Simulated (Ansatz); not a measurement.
Start from `OCCO[SiH3]` and change one atom or group to get `CO[SiH3]`.

Ansatz, PBE0-D4/def2-TZVP geometries, multiplicity 1. Each molecule was computed in one conformer, which needn't be the lowest.

```
                                          property  `OCCO[SiH3]`
               HOMO energy (B3LYP/def2-TZVPP) / eV         -7.64
size of the dipole moment (ωB97M-V/def2-TZVPP) / D          1.68
    size of the dipole moment (PBE/def2-TZVPP) / D          1.53
           HOMO–LUMO gap (ωB97M-V/def2-TZVPP) / eV         12.08
  size of the dipole moment (B3LYP/def2-TZVPP) / D          1.69
                LUMO energy (PBE0/def2-TZVPP) / eV          0.10
```

(1) What does the change do to each property? (Best estimate.)

## Answers

(1) Computed: 
| property | `CO[SiH3]` | shift |
| --- | --- | --- |
| HOMO energy (B3LYP/def2-TZVPP) / eV | -7.97 | -0.33 |
| size of the dipole moment (ωB97M-V/def2-TZVPP) / D | 1.12 | -0.56 |
| size of the dipole moment (PBE/def2-TZVPP) / D | 1.04 | -0.49 |
| HOMO–LUMO gap (ωB97M-V/def2-TZVPP) / eV | 12.51 | 0.43 |
| size of the dipole moment (B3LYP/def2-TZVPP) / D | 1.10 | -0.59 |
| LUMO energy (PBE0/def2-TZVPP) / eV | 0.29 | 0.19 |

With PBE0 the HOMO falls by 0.31 eV and the LUMO rises by 0.19 eV, so the gap widens by about 0.50 eV. PBE moves the HOMO by -0.43 eV and ωB97M-V by -0.22 eV. Dipoles are sizes alone; their direction can turn.

B3LYP here is the variant with VWN-RPA as its local correlation; programs differ in this.
